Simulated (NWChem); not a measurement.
Atomisation of 1,1-difluoroethane (C2H4F2)

```xyz
8

C     -0.2798     1.3382     0.0000
C     -0.3190    -0.1616     0.0000
F      0.3185    -0.6456    -1.0922
F      0.3185    -0.6456     1.0922
H      0.7679     1.6712     0.0000
H     -0.7817     1.7315    -0.8945
H     -0.7817     1.7315     0.8945
H     -1.3451    -0.5725     0.0000
```
Charge 0, spin multiplicity 1.

Everything below was run with NWChem. The geometry was optimised at PBE0/def2-SVP, a minimum by its harmonic frequencies.

Basis set: def2-TZVP. The atomisation energy is electronic alone: no zero-point, thermal, spin-orbit or counterpoise terms. No value is extrapolated to the basis-set limit. Free atoms are single determinants with multiplicities C 3, F 2, H 2.

B3LYP has NWChem's definition, with VWN1-RPA local correlation. The stability of the SCF solutions was not checked.

Question: Order these methods by the atomisation energy they give, lowest first: BP86, B3LYP, PBE0, LDA (SVWN5), TPSS.

Answer: B3LYP (732.6 kcal/mol), PBE0 (738.6 kcal/mol), TPSS (741.9 kcal/mol), BP86 (759.5 kcal/mol), LDA (SVWN5) (858.6 kcal/mol)
